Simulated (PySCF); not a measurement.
# Rotational lines of InCl

Lines J+1 ← J of the vibrational ground state, computed from RHF-CCSD(T) constants of InCl, ¹Σ⁺ (singlet), closed shell (basis In cc-pVDZ-PP with ECP28, Cl cc-pV(D+d)Z; scalar-relativistic core potentials; PySCF 2.14; masses 114.9039 and 34.9689 u), in MHz:

```json
{"J": "2", "ν (MHz)": "18908.6"}
{"J": "3", "ν (MHz)": "25211.4"}
{"J": "4", "ν (MHz)": "31513.9"}
{"J": "5", "ν (MHz)": "37816.4"}
{"J": "6", "ν (MHz)": "44118.6"}
```

Task: Find B0 and the effective bond length r0; with αe = 0.000457 cm⁻¹, find Re.

Result: ν = 2B0(J+1) − 4D(J+1)³ gives B0 = 0.10512 cm⁻¹. With the reduced mass μred = 26.810 u, r0 = √(16.8576/(μred·B0)) (u, cm⁻¹, Å) = 2.4457 Å. Be = B0 + αe/2 = 0.10535 cm⁻¹ gives Re = 2.443 Å.

Correlated steps freeze 9 core orbitals. Correlated levels converge slowly with the basis: in double zeta they bind strong bonds too weakly, by up to about 1 eV, and carry superposition errors of some tenths. These are scalar-relativistic numbers at best; spin–orbit coupling would shift them, the dissociation energy most. Where the molecule has an RHF reference, its open-shell atoms are computed with UHF.
